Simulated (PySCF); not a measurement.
Positional isomers: benzothiophene cyano+silyl. All species are isolated molecules in the gas phase. Strings in code marks are SMILES.

Level of theory: PBE-D3(BJ)/def2-TZVP // PBE-D3(BJ)/def2-SVP run with PySCF. All candidates: neutral, multiplicity 1. Excitations are Tamm–Dancoff values on a coarser integration grid. The basis has no diffuse functions, so Rydberg states are missing or too high.

```
Quantity               Result
-------------------  --------
HOMO                 -6.15 eV
LUMO                 -2.99 eV
T1 excitation (TDA)   2.78 eV
```

**Question.** Say which member has these values.
A. `N#Cc1cc([SiH3])cc2ccsc12`
B. `N#Cc1cc2cc([SiH3])ccc2s1`
C. `N#Cc1cc2sccc2cc1[SiH3]`
D. `N#Cc1cc2ccsc2cc1[SiH3]`

**Answer.** B, `N#Cc1cc2cc([SiH3])ccc2s1`. The others give `N#Cc1cc2ccsc2cc1[SiH3]`: -6.07 eV, -2.55 eV, 3.16 eV; `N#Cc1cc2sccc2cc1[SiH3]`: -6.06 eV, -2.80 eV, 2.92 eV; `N#Cc1cc([SiH3])cc2ccsc12`: -6.06 eV, -2.80 eV, 2.92 eV
